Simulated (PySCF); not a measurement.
Si(H)2(OH)(SMe) (CH6OSSi), SMILES CS[SiH2]O.

Coordinates come from a ωB97X-D3(BJ)/def2-SVP optimisation. The structure was generated by enumeration, and PubChem lists no compound with its InChIKey, so it may never have been made. The values are those of a single conformer.

Two levels are set side by side: TDA-PBE/def2-SVPD (PySCF) and TDA-CAM-B3LYP/def2-SVPD (PySCF). Vertical, same geometry. The lowest singlet is HOMO→LUMO 99 % with PBE and HOMO→LUMO 77 % with the other functional; states are paired by order. Differences are taken from unrounded values.

| quantity | TDA-CAM-B3LYP |
|---|---|
| lowest singlet excitation (eV) | 5.53 |
| lowest triplet excitation (TDA) (eV) | 5.14 |

### Question
What does TDA-PBE give, and how far is it from TDA-CAM-B3LYP? (The exact figures need the calculation; the answer reports its results.)

### Answer

| quantity | TDA-PBE | TDA-PBE minus TDA-CAM-B3LYP |
|---|---|---|
| lowest singlet excitation (eV) | 4.86 | -0.67 |
| lowest triplet excitation (TDA) (eV) | 4.58 | -0.57 |

A lower first singlet is the usual sign of a functional without exact exchange. Differences between two approximate levels are no errors against the true value.

Rough cost on one machine, each run with all the roots and properties that it gave: TDA-CAM-B3LYP against TDA-PBE about 4 times.
